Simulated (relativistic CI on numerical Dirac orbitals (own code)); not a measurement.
What each ingredient does to the levels of Se4+

Base calculation: Dirac-Coulomb-Breit CI, separate exchange-only KLI orbitals for each configuration, model QED, valence Slater integrals scaled by 0.85, P86 correlation energy added to each configuration.

Configurations in the expansion (outside the closed core [Ar] 3d10): 4s², 4s4p, 4p², 4s4d, 4s4f, 4d², 4p4d, 4s5s, 4s5p, 4f², 4p4f, 4s5d, 4s6s, 4s6p, 4p5s, 4s5f. Levels of other configurations are missing.

Variants: (1) Slater integrals left unscaled; (2) self-excluded LDA correlation estimate; (3) one mean potential for all configurations. Shifts of the energy above 4s² ¹S0, in cm⁻¹, for the lowest level and the first level of each name with at least 55 % of one term (blank where a level changes its place among those of its configuration and J or its character, or is not in the variant):

| Level | Base | Δ(1) | Δ(2) | Δ(3) | Measured |
| --- | --- | --- | --- | --- | --- |
| 4s² ¹S0 | 0 | 0 | 0 | 0 | 0 |
| 4s4p ³P°0 | 86539 | -124 | +230 | +206 | 89749 |
| 4s4p ³P°1 | 88081 | -92 | +230 | +207 | 91350 |
| 4s4p ³P°2 | 91531 | -77 | +230 | +207 | 94960 |
| 4s4p ¹P°1 | 129152 | +5975 | +268 | +375 | 131733 |
| 4p² ³P0 | 209132 | +862 | +573 | +540 | 211794 |
| 4p² ¹D2 | 210144 | -643 | +694 | +559 | 213203 |
| 4p² ³P1 | 211305 | +776 | +573 | +550 | 214091 |
| 4p² ³P2 | 215547 | +515 | +605 | +573 | 218615 |
| 4p² ¹S0 | 245304 | +6428 | +594 | +753 | 248787 |
| 4s4d ³D1 | 254186 | +1279 | +1361 | +668 | 257536 |
| 4s4d ³D2 | 254386 | +1281 | +1360 | +669 | 257750 |
| 4s4d ³D3 | 254694 | +1283 | +1360 | +672 | 258082 |
| 4s4d ¹D2 | 277138 | +5954 | +1232 | +836 | 279038 |
| 4s5s ³S1 | 284390 | +1760 | +4201 | +1158 | 287422 |
| 4s5s ¹S0 | 292845 | +3297 | +4196 | +1751 | 295381 |
| 4s5p ³P°0 | 322569 | +1750 | +4693 | +1224 | 326298 |
| 4s5p ³P°1 | 322962 | +1760 | +4693 | +1224 | 326631 |
| 4s5p ³P°2 | 324171 | +1756 | +4693 | +1220 | 327843 |
| 4s5p ¹P°1 | 326808 | +1827 | +4674 | +1208 | 329640 |
| 4p4d ³F°2 | 348695 | -997 | +1130 | +1470 | 351880 |
| 4p4d ³F°3 | 350305 | -1010 | +1031 | +1504 | 353241 |

At this charge configurations can still be misplaced by up to about 7 % of their energy. 43 of the 45 excited levels that our extract of the measured tables holds in this range could be paired (the sources list more); they are missed by 3123 cm⁻¹ on average and 4981 at most, and levels without a partner can miss by more.

Measured levels: measured levels as listed in Rauch et al., Astron. Astrophys. 606, A105 (2017).

Ionisation energy from the two ground configurations alone: base 66.53 eV; self-excluded LDA correlation estimate 67.03 eV. The NIST ASD value (semi-empirical) is 68.3 eV. The gap of more than 2 % comes from missing correlation, or from a tabulated value that is itself an estimate.
